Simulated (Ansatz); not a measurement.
Basis sets compared for SiPt₂ (the lowest singlet isomer of a short search). The state is a singlet with charge 0. Geometry PBE0-D4/def2-TZVP. Ansatz on 4 threads of Arm Neoverse V1 on a shared host; times are rough, and most runs start from earlier orbitals.

Cartesian coordinates in Å:
```
Pt -1.457 -1.469 0.106
Pt 1.457 1.469 -0.106
Si 0.000 0.000 0.000
```

In the def2 sets Pt takes a core potential; there is no spin–orbit coupling. The structure comes from a short search, and lower isomers may exist.

Binding counts from free atoms (Pt triplet, Si triplet) in the same basis, without a counterpoise term.

| level | functions | energy (Eh) | HOMO (eV) | LUMO (eV) | binding per atom (eV) | wall time |
| --- | --- | --- | --- | --- | --- | --- |
| PBE-D4/def2-SVP | 82 | -528.0810 | -5.52 | -3.68 | 3.30 | 0.7 s |
| PBE-D4/def2-TZVP (with forces) | 117 | -528.2012 | -5.50 | -3.75 | 3.40 | 1.1 s |
| r2SCAN-D4/def2-TZVP | 117 | -528.3177 | -5.63 | -3.45 | 3.31 | 2.3 s |
| PBE0-D4/def2-SVP | 82 | -527.9778 | -6.25 | -2.78 | 2.95 | 0.95 s |
| PBE0-D4/def2-TZVP | 117 | -528.0976 | -6.19 | -2.84 | 3.07 | 1.4 s |

Estimate the rows for PBE-D4/def2-TZVPD, r2SCAN-D4/def2-TZVPD, PBE0-D4/def2-TZVPD.


```csv
level,functions,energy (Eh),HOMO (eV),LUMO (eV),binding per atom (eV),wall time
PBE-D4/def2-TZVPD,129,-528.2016,-5.51,-3.76,3.41,1.6 s
r2SCAN-D4/def2-TZVPD,129,-528.3181,-5.64,-3.46,3.31,2.7 s
PBE0-D4/def2-TZVPD,129,-528.0979,-6.20,-2.85,3.07,1.8 s
```
